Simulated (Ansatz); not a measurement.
```yaml
crystal:
  periodic: [true, true, true]
  atoms:
    - {symbol: C, position_ang: [-0.563014, -1.619585, -3.106185]}
    - {symbol: O, position_ang: [-0.552051, -0.819627, -1.975683]}
    - {symbol: Zr, position_ang: [-0.403903, -0.077411, -0.190068]}
    - {symbol: O, position_ang: [-1.981399, -0.352494, 0.904314]}
    - {symbol: C, position_ang: [-2.974805, -0.828597, 1.743365]}
    - {symbol: N, position_ang: [0.032917, 1.912443, -0.298091]}
    - {symbol: C, position_ang: [0.689486, 2.531775, -1.421295]}
    - {symbol: C, position_ang: [-0.342706, 2.863307, 0.717354]}
    - {symbol: N, position_ang: [1.197832, -0.944704, 0.747415]}
    - {symbol: C, position_ang: [2.417286, -0.381208, 1.258432]}
    - {symbol: C, position_ang: [1.121466, -2.369475, 0.948650]}
    - {symbol: H, position_ang: [-1.518182, -2.149285, -3.205481]}
    - {symbol: H, position_ang: [0.238885, -2.367469, -3.071360]}
    - {symbol: H, position_ang: [-0.419673, -1.013663, -4.008764]}
    - {symbol: H, position_ang: [-3.703523, -1.432564, 1.189325]}
    - {symbol: H, position_ang: [-2.554639, -1.451330, 2.542906]}
    - {symbol: H, position_ang: [-3.514922, 0.002470, 2.212385]}
    - {symbol: H, position_ang: [0.054225, 3.294216, -1.897270]}
    - {symbol: H, position_ang: [1.624938, 3.028166, -1.121922]}
    - {symbol: H, position_ang: [0.939570, 1.788652, -2.184071]}
    - {symbol: H, position_ang: [0.534974, 3.378235, 1.136440]}
    - {symbol: H, position_ang: [-0.859343, 2.366629, 1.544030]}
    - {symbol: H, position_ang: [-1.017721, 3.638203, 0.323272]}
    - {symbol: H, position_ang: [2.440322, 0.697250, 1.088371]}
    - {symbol: H, position_ang: [3.304987, -0.817692, 0.773726]}
    - {symbol: H, position_ang: [2.526477, -0.554085, 2.340893]}
    - {symbol: H, position_ang: [1.939789, -2.904869, 0.442593]}
    - {symbol: H, position_ang: [1.161106, -2.640892, 2.015037]}
    - {symbol: H, position_ang: [0.181609, -2.776375, 0.551679]}
basis:
  gaussian: {orbitals: def2-mTZVP}
hamiltonian: {xc: {name: wB97M-V}}
scf: {lower_state_search: off}
output: {forces: true}
```

```sh
$ ansatz run in.yaml --threads 10 --pin off --events-out ev --progress --plain --max-ram 110592MiB --backend cpu
```

Shortened log:

```
Error: YAML parse error: error: line 2 column 3: crystal: missing field `lattice` (a structure is typed as `lattice` and `atoms`, a molecule's as `atoms` in Å alone, or read from a run's directory, `checkpoint`)
 --> <input>:2:3
1 | crystal:
2 |   periodic: [true, true, true]
3 |   atoms:
4 |     - {symbol: C, position_ang: [-0.563014, -1.619585, -3.106185]}
```

**Question.** Something in this input is off. What?

**Answer.** The molecule is marked periodic without a cell. The input was rejected before any iteration.
